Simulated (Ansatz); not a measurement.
Molecule: sum formula BHF (charge 0, doublet). It need not be the lowest isomer of its formula. SMILES: [BH]F
Geometry: optimised at B3LYP-D3(BJ)/def2-TZVP (Ansatz, a quantum-chemistry and plane-wave program).

Parts of the frozen-core correlation energy in cc-pVDZ (Ansatz, hartree). Frozen orbitals: 2; correlated occupied orbitals by spin: 6 and 5; virtual: 25 and 26. UHF or UKS for open shells. No spin-orbit coupling. No relativistic terms.

```
term                            value
-------------------------  ----------
reference (HF)             -124.68423
MP2 opposite-spin            -0.18665
MP2 same-spin                       …
CCSD correlation                    …
(T)                                 …
CCSDT minus CCSD(T)          -0.00051
CCSDT(Q) minus CCSD(T)       -0.00097
T1 diagnostic                   0.018
largest doubles amplitude       0.034
<S^2> of the reference          0.753
```

Problem. Fill in the missing entries.

Solution. 
- MP2 same-spin, value: -0.06435
- CCSD correlation, value: -0.26445
- (T), value: -0.00505
